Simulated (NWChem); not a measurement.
Species: BH₃Se; SMILES B[SeH]

Computed with NWChem. The geometry was optimised at PBE-D3(BJ)/def2-SVP. B3LYP is NWChem's, with the RPA form of VWN correlation. Static field.

| level | isotropic polarisability (bohr³) | anisotropy (bohr³) |
|---|---|---|
| PBE/def2-SVPD | 46.7 | 19.7 |
| B3LYP/def2-SVPD | 45.8 | 18.6 |
| BHandHLYP/def2-SVPD | ___ | ___ |
| Hartree-Fock/def2-SVPD | 43.2 | 14.6 |

**Question.** Fill in the missing entries.

**Answer.** 
- BHandHLYP/def2-SVPD, isotropic polarisability (bohr³): 44.4
- BHandHLYP/def2-SVPD, anisotropy (bohr³): 17.0
